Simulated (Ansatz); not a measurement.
Program: Ansatz. Geometries: PBE0-D4/def2-TZVP. ΔE: electronic, gas phase. CBS: MP2 limit from def2 TZ/QZ plus the TZ coupled-cluster correction, frozen cores. DFT in def2-TZVPP. For Ga outer-core shells are correlated without core-valence functions, which leaves a few kJ/mol of doubt a bond. Scalar relativity is left out up to krypton. One conformer a species, not always the lowest.

Consider the formal exchange of groups at the Si–N bond: `CN[SiH2]O` + `[SiH3][GaH2]` → `O[SiH2][GaH][SiH3]` + CH₃NH₂.

(1) Is it downhill or uphill in electronic energy at CCSD(T)/CBS, and by how much? (An estimate is asked.)

(2) What do these levels give: PBE-D4, r2SCAN-D4, PBE, CCSD(T)/def2-TZVPP, SCS-MP2/def2-QZVPP, HF/CBS(def2)? (An estimate is asked.)

Largest T1 diagnostic among the species: 0.013.

## Answers

(1) Ansatz gave: Uphill: ΔE = +0.60 eV.

(2) Computed: PBE-D4 0.44, r2SCAN-D4 0.57, PBE 0.44, CCSD(T)/def2-TZVPP 0.62, SCS-MP2/def2-QZVPP 0.69, HF/CBS(def2) 0.78 eV.

From PBE to PBE0 (25 % exact exchange), in def2-TZVPP and without D4, ΔE moves by +0.07 eV. In def2-TZVPP, CCSD(T) changes the Hartree–Fock value by −0.14 eV (the triples alone add −0.02 eV) and MP2 by −0.07 eV.
